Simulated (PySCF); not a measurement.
Computed with PBE-D3(BJ)/def2-TZVP // M06-2X/def2-TZVP (PySCF). Isolated molecules, 0 K electronic values unless said otherwise. Delta-SCF ions had no search for a lower state. 

Reference species (SMILES): `B` (neutral, multiplicity 1).

```
Property                                  Result
--------------------------------------  --------
LUMO                                    -3.04 eV
vertical ionisation energy (Delta-SCF)  12.91 eV
```

Changed species: `B[Si](F)(F)F` (X = trifluorosilyl; the reference has X = H).

**Question.** What does the change do to the LUMO and vertical ionisation energy (Delta-SCF)?

**Answer.** the LUMO falls by 1.24 eV, to -4.28 eV; the vertical ionisation energy (Delta-SCF) falls by 1.25 eV, to 11.66 eV.
